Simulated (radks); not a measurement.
Problem. Neutral promethium: order these configurations by energy. All-electron calculation, scalar-relativistic Kohn-Sham, r2SCAN, spin-polarised, spherical densities, finite nucleus; meta-GGA in the generalised Kohn-Sham scheme; Fermi nuclear charge, rms radius of each element as measured or else 0.836 A^(1/3) + 0.57 fm. Program: a radial shooting solver on a logarithmic mesh with Libxc functionals. Open shells are filled with parallel spins first. [Xe] 4f4 5d1 6s2; [Xe] 4f4 6s2 6p1; [Xe] 4f5 5d1 6s1; [Xe] 4f5 6s1 6p1; [Xe] 4f5 6s2.

Solution. From the lowest, in eV above it: [Xe] 4f5 6s2 0.000; [Xe] 4f5 5d1 6s1 0.924; [Xe] 4f5 6s1 6p1 1.407; [Xe] 4f4 5d1 6s2 3.429; [Xe] 4f4 6s2 6p1 5.674.
